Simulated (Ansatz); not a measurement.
Reactions of CH7FSiSn (`F[CH2][SnH2][SiH3]`).

Gas-phase electronic energies from Ansatz, PBE0-D4/def2-TZVP geometries. CCSD(T)/CBS is the MP2 limit (def2-TZVPP, def2-QZVPP) plus CCSD(T) − MP2 in def2-TZVPP, frozen cores. This one scheme is used for every species, atoms too. Functionals use def2-TZVPP. B3LYP here is the variant with VWN-RPA as its local correlation; programs differ in this. No spin–orbit coupling; open shells (•) take unrestricted orbitals. Spin–orbit coupling would lower the free atoms: a little for C, F, Si; strongly for Sn. def2 core potentials past Kr. For Br, Se, Sn outer-core shells are correlated without core-valence functions, so the limit isn't a true one: a few kJ/mol of doubt a bond, and 10 to 20 or more in all where bonds break to atoms. Scalar relativity is left out up to krypton. Each species was taken in one conformer, which may not be the lowest.

| reaction | MP2/CBS(def2) (eV) | HF/CBS(def2) (eV) | B3LYP-D4 (eV) | r2SCAN-D4 (eV) | CCSD(T)/CBS(def2) (eV) |
| --- | --- | --- | --- | --- | --- |
| `F[CH2][SnH2][SiH3]` + `OPS` → `OP([SiH3])S` + `F[CH2][SnH3]` | 0.25 | 0.27 | 0.19 | 0.18 | 0.25 |
| `F[CH2][SnH2][SiH3]` → `[CH]F` + `[SiH3][SnH3]` | 4.10 | 3.19 | 3.76 | 3.95 | 3.79 |
| `F[CH2][SnH2][SiH3]` + `N=C(F)F` → `FC(F)=N[SiH3]` + `F[CH2][SnH3]` | -0.21 | -0.40 | -0.22 | -0.19 | -0.17 |
| `F[CH2][SnH2][SiH3]` → `C[SiH2][SnH2][F]` | -2.03 | -1.95 | -1.89 | -1.95 | -1.93 |
| `F[CH2][SnH2][SiH3]` + CH₃NH₂ → `C[NH][SnH2][SiH3]` + `CF` | -0.29 | -0.28 | -0.24 | -0.22 | -0.26 |
| `F[CH2][SnH2][SiH3]` + `CO[SiH](O)Cl` → `CO[SiH](Cl)O[SiH3]` + `F[CH2][SnH3]` | -0.75 | -1.07 | -0.78 | -0.71 | -0.74 |
| `F[CH2][SnH2][SiH3]` + `OC[SeH]` → `OC[Se]CF` + `[SiH3][SnH3]` | -0.07 | -0.08 | -0.09 | -0.13 | -0.05 |
| `F[CH2][SnH2][SiH3]` + H₂S → `F[CH2][SnH2][SH]` + SiH₄ | -0.42 | -0.49 | -0.37 | -0.36 | -0.37 |
| `F[CH2][SnH2][SiH3]` → C• + F• + 7 H• + Si• + Sn• | 33.72 | 24.66 | 33.66 | 33.70 | 33.94 |
| `F[CH2][SnH2][SiH3]` + HBr → `F[CH2][SnH2][Br]` + SiH₄ | -0.89 | -1.10 | -0.84 | -0.82 | -0.84 |

Largest T1 diagnostic: 0.018, for `[CH]F`.
